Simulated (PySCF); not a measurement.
## Excitation energies in several basis sets

Compound: C4H5NOSi.
SMILES: `N#C[Si@@H]1C=CCO1`

TDDFT with PBE0 (PySCF), vertical singlets, core orbitals frozen in the response, spherical d and f functions. Isolated species at its PBE0-D3(BJ)/def2-SVP geometry, gas phase.

Question: Compare 6-31G*, def2-SVP, 6-31+G*, def2-SVPD, aug-cc-pVDZ and def2-TZVP for this molecule.

Answer: 

```csv
basis,functions,diffuse,S1 (eV),S2 (eV),S3 (eV),S4 (eV),S5 (eV),LUMO (eV),α (au)
6-31G*,112,no,6.14,6.59,6.70,6.87,7.03,-0.76,62.9
def2-SVP,127,no,6.18,6.51,6.73,6.94,7.02,-0.94,64.4
6-31+G*,140,yes,6.03,6.46,6.63,6.78,6.82,-1.08,71.0
def2-SVPD,187,yes,6.06,6.41,6.65,6.83,6.86,-1.12,74.3
aug-cc-pVDZ,210,yes,6.01,6.37,6.61,6.72,6.79,-1.09,76.1
def2-TZVP,253,no,6.02,6.40,6.58,6.77,6.84,-1.10,72.2
```

States are compared by their number. Against the largest diffuse basis here (aug-cc-pVDZ, itself not a converged limit), sets without diffuse functions differ by up to 0.17 eV in S1 and 0.24 eV in S5; the smaller diffuse sets differ by up to 0.06 and 0.08 eV. State by state, the largest deviation of a set without diffuse functions is S1 0.17, S2 0.22, S3 0.12, S4 0.21, S5 0.24 eV. The same number needn't mean the same state in each row. Against aug-cc-pVDZ the polarisability deviates by -17% in 6-31G*, -15% in def2-SVP, -7% in 6-31+G*, -2% in def2-SVPD, -5% in def2-TZVP. A single + in a Pople set puts diffuse functions on heavy atoms only.
